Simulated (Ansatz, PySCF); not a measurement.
Reaction (SMILES): FC(F)(F)F [tetrafluoromethane] + 4 [H][H] (H2) → C (CH4) + 4 F (HF)
Geometries: B3LYP-D3(BJ)/def2-TZVP minima from Ansatz (a quantum-chemistry and plane-wave program).
Geometry of the first species:
```
C
F 1 1.3260
F 1 1.3260 2 109.47
F 1 1.3260 2 109.47 3 120.00
F 1 1.3260 2 109.47 4 120.00
```

Wanted: energy of full hydrogenation (electronic energy difference), in kcal/mol. Valence correlation only, unless marked. No spin-orbit coupling. Non-relativistic. CBS marks a two-point X^-3 extrapolation of the correlation energy; Hartree-Fock from the larger set. The bracket is a focal-point correction in the basis named.

```json
[
 {"level": "HF-D4/def2-TZVPD", "program": "PySCF + dftd4", "energy of full hydrogenation (kcal/mol)": "-60.2"},
 {"level": "PBE/def2-TZVPD", "program": "Ansatz", "energy of full hydrogenation (kcal/mol)": "-63.8"},
 {"level": "PBE-D4/def2-TZVPD", "program": "Ansatz + dftd4", "energy of full hydrogenation (kcal/mol)": "-62.9"},
 {"level": "BLYP-D3(BJ)/def2-TZVPD", "program": "Ansatz + dftd3", "energy of full hydrogenation (kcal/mol)": "-63.6"},
 {"level": "BLYP/def2-TZVPD", "program": "Ansatz", "energy of full hydrogenation (kcal/mol)": "-64.4"},
 {"level": "SCS-MP2/cc-pVDZ", "program": "Ansatz", "energy of full hydrogenation (kcal/mol)": "-53.5"},
 {"level": "CCSD/6-31G", "program": "Ansatz", "energy of full hydrogenation (kcal/mol)": "…"},
 {"level": "RI-MP2/CBS(aug-cc-pVTZ,aug-cc-pVQZ)+[CCSD(T)-MP2]/aug-cc-pVTZ", "program": "Ansatz", "energy of full hydrogenation (kcal/mol)": "…"}
]
```

Question: Fill in the missing entries.

Answer: 
- CCSD/6-31G, energy of full hydrogenation (kcal/mol): -58.2
- RI-MP2/CBS(aug-cc-pVTZ,aug-cc-pVQZ)+[CCSD(T)-MP2]/aug-cc-pVTZ, energy of full hydrogenation (kcal/mol): -70.5
